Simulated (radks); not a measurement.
Values are calculated unless marked as measured or tabulated.
All-electron atom: Pb XXXIX in [Kr] 4d8 (the NIST ground configuration). Level of theory: scalar-relativistic Kohn-Sham, PBEsol, spin-polarised, spherical densities, finite nucleus; open shells are filled with parallel spins first (spin-orbit coupling, left out, can overturn this in heavy ions); Fermi nuclear charge, rms radius 5.5012 fm (a radial shooting solver on a logarithmic mesh with Libxc functionals).

Normalised radial functions P(r) = r R(r), r in bohr:

| r | 3d down | 4s up |
|---|---|---|
| 0.001802 | 0.0003 | 0.3338 |
| 0.002309 | 0.0006 | 0.3867 |
| 0.002935 | 0.0011 | 0.4391 |
| 0.003731 | 0.0020 | 0.4887 |
| 0.004743 | 0.0039 | 0.5291 |
| 0.006029 | 0.0073 | 0.5512 |
| 0.007665 | 0.0138 | 0.5426 |
| 0.009744 | 0.0257 | 0.4882 |
| 0.01239 | 0.0476 | 0.3723 |
| 0.01575 | 0.0867 | 0.1833 |
| 0.02002 | 0.1548 | -0.0779 |
| 0.02545 | 0.2692 | -0.3852 |
| 0.03261 | 0.4603 | -0.6837 |
| 0.04146 | 0.7402 | -0.8463 |
| 0.0527 | 1.1276 | -0.7597 |
| 0.067 | 1.6055 | -0.3444 |
| 0.08517 | 2.1028 | 0.3366 |
| 0.1083 | 2.4853 | 1.0045 |
| 0.1376 | 2.5889 | 1.2238 |
| 0.175 | 2.3088 | 0.6713 |
| 0.2224 | 1.7003 | -0.5101 |
| 0.2828 | 0.9891 | -1.6444 |
| 0.3624 | 0.4156 | -2.0053 |
| 0.4606 | 0.1237 | -1.4867 |
| 0.5856 | 0.0232 | -0.7051 |
| 0.7444 | 0.0024 | -0.2038 |
| 0.9464 | 0.0001 | -0.0326 |
| 1.203 | 0.0000 | -0.0025 |

3d down: eigenvalue -4086.5 eV, 0 radial nodes, <r> = 0.158 bohr, 90 % of the charge inside 0.245 bohr. 4s up: eigenvalue -2294.3 eV, 3 radial nodes at r = 0.0187, 0.0762, 0.202 bohr, <r> = 0.358 bohr, 90 % of the charge inside 0.508 bohr.
